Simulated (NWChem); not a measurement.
System: CH5O3Sb; SMILES C[O][Sb]([OH])[OH]

```xyz
10

Sb    -0.0067     0.4882     0.3589
O      1.4521     0.5514    -0.9656
H      1.0825     0.3279    -1.8327
O     -1.3025     0.5073    -1.1564
H     -2.2054     0.2869    -0.8970
O     -0.0769    -1.4638     0.6868
C      0.0842    -2.3844    -0.3599
H      1.1160    -2.3858    -0.7565
H     -0.1339    -3.3937     0.0259
H     -0.6028    -2.1846    -1.2033
```
Atoms are numbered in this order, from 1.

Results from NWChem. Structure relaxed at the PBE0/def2-SVP level. No frequency run checked for a minimum. def2 effective core potentials on Sb; no spin-orbit coupling. Vertical excitations in the gas phase; the lowest state need not have the same character in each row.

For level PBE/def2-SVP, full TDDFT:

| Item | Result |
|---|---|
| lowest excitation, singlet (eV) | 4.98 |
| lowest state with f > 0.02, singlet (eV) | 4.98 |
| orbital gap (eV) | 4.59 |

Task: How do the values read with level B3LYP/def2-SVP, full TDDFT instead?

Result: 
| Quantity | Value |
|---|---|
| lowest excitation, singlet (eV) | 5.56 |
| lowest state with f > 0.02, singlet (eV) | 6.36 |
| orbital gap (eV) | 6.42 |
